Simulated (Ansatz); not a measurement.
`BBBr` + `Cl[SiH2]I` → `Cl[SiH2]BBr` + `BI`  (redistribution)

Gas-phase electronic energies from Ansatz, PBE0-D4/def2-TZVP geometries. CBS: MP2 limit from def2 TZ/QZ plus the TZ coupled-cluster correction, frozen cores. DFT in def2-TZVPP. Elements past krypton have def2 core potentials. For Br, I outer-core shells are correlated without core-valence functions, which leaves a few kJ/mol of doubt a bond. Scalar relativity is left out up to krypton. One conformer a species, not always the lowest.

```csv
level,ΔE (kJ/mol)
BLYP-D4,20.8
CCSD/def2-TZVPP,14.7
```

Problem. What does CCSD(T)/CBS give? (Best estimate.)

Solution. The calculation gave: +19.2 kJ/mol. The listed levels differ from it by 1.6, -4.5 kJ/mol.

Largest T1 diagnostic among the species: 0.012.

From PBE to PBE0 (25 % exact exchange), in def2-TZVPP and without D4, ΔE moves by +3.5 kJ/mol. At CCSD(T), def2-SVP lies −16.4 kJ/mol from the extrapolated value and def2-TZVPP −7.7 kJ/mol.
